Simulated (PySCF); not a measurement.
dilithium (Li2), singlet, at a GFN2-xTB geometry (such geometries of metal compounds can be far from the true shape). Base run: PBE0/6-31G*, TDA run with PySCF.

Here is a job for PySCF.
```python
from pyscf import gto, scf, dft, tdscf

mol = gto.Mole()
mol.atom = '''
    Li   -0.00000000   -0.00000000   -1.14955939
    Li    0.00000000    0.00000000    1.14955939
'''
mol.basis = '6-31g*'
mol.verbose = 4
mol.build()

mf = dft.RKS(mol)
mf.xc = 'pbe0'
mf.kernel()
td = mf.TDA()
td.nstates = 5
td.kernel()
td.analyze()
```

The base run was repeated with changes; each row names its change, and settings that it needs were set with it.

```csv
change,first excitation (eV),oscillator strength of the first,second (eV)
base,2.38,0.658,2.96
functional = camb3lyp,…,0.683,3.02
response = full linear response,…,…,…
basis = def2-TZVPD,2.33,0.598,2.87
nstates = 10,2.38,0.658,2.96
functional = pbe,2.36,0.665,2.99
functional = m062x,2.36,0.682,2.92
functional = b3lyp,2.42,0.683,3.02
basis = 6-31+G*,2.33,0.631,2.83
functional = lc_wpbe,2.41,0.629,2.90
functional = wb97x,2.42,0.658,2.89
```

**Question.** Fill in the missing entries.

**Answer.** 
- functional = camb3lyp, first excitation (eV): 2.47
- response = full linear response, first excitation (eV): 2.26
- response = full linear response, oscillator strength of the first: 0.480
- response = full linear response, second (eV): 2.75

An iterative solver can miss low states, so a row lists the states that it found.
